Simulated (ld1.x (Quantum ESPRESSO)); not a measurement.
**An all-electron radial function and its pseudo partner (germanium (Ge))**

Columns: radius, all-electron u(r) and pseudo u(r) of the 4s shell (level -40.39 eV) of germanium in the configuration [Ar] 3d10 4s1 4p0; PBEsol, scalar-relativistic, ultrasoft scheme, ld1.x (Quantum ESPRESSO) 7.5.

```csv
r (bohr),all-electron,pseudo
0.095,-0.1676,-0.0597
0.190,-0.1849,-0.1198
0.285,0.1185,-0.1806
0.380,0.3483,-0.2422
0.475,0.4097,-0.3046
0.570,0.3369,-0.3677
0.665,0.1872,-0.4308
0.760,0.0063,-0.4934
0.855,-0.1765,-0.5544
0.950,-0.3441,-0.6128
1.045,-0.4884,-0.6672
1.140,-0.6060,-0.7163
1.235,-0.6970,-0.7588
1.330,-0.7630,-0.7933
1.425,-0.8065,-0.8187
1.520,-0.8307,-0.8341
1.615,-0.8384,-0.8388
1.710,-0.8325,-0.8325
1.805,-0.8155,-0.8155
1.900,-0.7900,-0.7900
1.995,-0.7579,-0.7579
2.090,-0.7211,-0.7211
2.185,-0.6811,-0.6811
2.280,-0.6393,-0.6393
2.375,-0.5966,-0.5966
2.470,-0.5541,-0.5541
```

(1) How many radial nodes do the two functions have?

(2) At about which radius was the pseudo-wave matched?

(3) Where does each function peak?

(4) Is the pseudo-wave norm-conserving?

## Answers

(1) The all-electron 4s function has n − l − 1 = 3 (the table is too coarse to show those close to the nucleus); the pseudo-wave has 0, since the states of the same l below it are removed with the core.

(2) 1.70 bohr, where the columns begin to agree (steps of 0.10 bohr).

(3) Outermost all-electron maximum near 1.61 bohr, pseudo maximum near 1.61 bohr (to the table’s step).

(4) No, it belongs to an ultrasoft set: the norm inside the radius is not constrained, and the difference is carried by the augmentation charge.
